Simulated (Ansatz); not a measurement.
A structure relaxed at PBE0-D4/def2-TZVP, charge 0, multiplicity 1:

Cartesian coordinates in Å:
```
N 0.0705 0.2964 0.5218
Ge 0.0960 -1.2740 -0.3890
H 0.2755 0.3434 1.5071
H -0.1409 1.1994 0.1291
H -0.3011 -0.5652 -1.7691
```

Give its formula and SMILES.

GeH3N, `[NH2][GeH]`.

Point group (tolerance 0.08 Å, 0.16 Å for H)?

Cs.

Summarise the bond lengths by kind.

1 × Ge–N 1.816 Å; 2 × H–N 1.007 to 1.008 Å; 1 × Ge–H 1.602 Å.

Program: Ansatz 0.2.0.
